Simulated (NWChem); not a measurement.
System: CH3AlCl, doublet; SMILES [CH3][Al][Cl]

```xyz
6

Al     0.7071     0.4865    -0.0052
C     -0.4526     2.0998    -0.0069
H     -1.0808     2.0964     0.8931
H     -1.1140     2.0716    -0.8821
H      0.1267     3.0277    -0.0299
Cl    -0.3046    -1.4106     0.0045
```
Atoms are numbered in this order, from 1.

Level: B3LYP/6-31G* (spherical d), spin-unrestricted (NWChem), optimised geometry, unscaled harmonic frequencies. The spin multiplicity was typed, not searched, and may not be the lowest. B3LYP is NWChem's, with the RPA form of VWN correlation.

```csv
frequency (cm⁻¹),IR intensity (km/mol)
56,0.2
156,5.1
456,64.6
595,1.4
599,49.0
711,50.7
1229,0.6
1471,3.4
1481,5.6
3037,4.4
3114,6.8
3141,6.7
```

* **zero-point energy**: 22.9 kcal/mol
* **thermal correction to the enthalpy at 298.15 K (with zero-point energy)**: 26.7 kcal/mol
* **heat capacity Cv**: 14.4 cal/(mol K)
* **entropy at 298.15 K and 1 atm (symmetry number 1, electronic part: spin degeneracy alone)**: 74.3 cal/(mol K)
* **dipole moment**: 2.43 D

Rigid rotor and harmonic oscillator; modes under 100 cm⁻¹ make the entropy uncertain.
